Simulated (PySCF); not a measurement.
Species: NbF4 (doublet state).
Cartesian coordinates in Å at the PBE0-D3(BJ)/def2-SVP level; atoms count from 1:
```
atom  x, y, z in Å
Nb1    0.0000   -0.0049    0.0018
F2     0.2179   -0.4803    1.7830
F3     1.7626    0.3844   -0.4321
F4    -0.8244    1.4498   -0.8035
F5    -1.1562   -1.3490   -0.5492
```

Level of theory: PBE0-D3(BJ)/def2-SVP geometry optimisation, gas phase, def2 core potentials past Kr in PySCF 2.14.0.

(1) Which atoms are bound to Nb1, and at what distances?

(2) List the angles at Nb1.

(3) Describe the arrangement about Nb1 in numbers.

(4) What are the rotational constants (commonest isotopes, rigid rotor)?

Answers

(1) 4 atoms: F4 1.856 Å, F2 1.856 Å, F3 1.856 Å, F5 1.857 Å.

(2) 
| angle | degrees | distance of the outer atoms (Å) |
| --- | --- | --- |
| F3–Nb1–F5 | 132.3 | 3.40 |
| F2–Nb1–F4 | 132.0 | 3.39 |
| F2–Nb1–F5 | 99.9 | 2.84 |
| F2–Nb1–F3 | 99.6 | 2.84 |
| F4–Nb1–F5 | 99.3 | 2.83 |
| F3–Nb1–F4 | 99.0 | 2.82 |

(3) Angles from 99.0° to 132.3°; τ4 = (360° − α − β)/141° = 0.68 with α and β the two widest (0 for a square, 1 for a tetrahedron).

(4) A = 3319, B = 3311, C = 2309 MHz: an oblate symmetric top.

Point group: D2d (tolerance 0.08 Å). Charge 0, doublet. ⟨S²⟩ = 0.752 (exact for a doublet: 0.75). PBE0-D3(BJ)/def2-SVP frequencies: not computed here.

The run took 2.4 min of wall time on one thread, x86-64 server, no GPU, shared host. These figures are those of the optimisation.

For an open-shell metal species like this, the optimisation's SCF solution wasn't tested for stability and no frequencies at its level were run, so a lower state or another shape may exist.
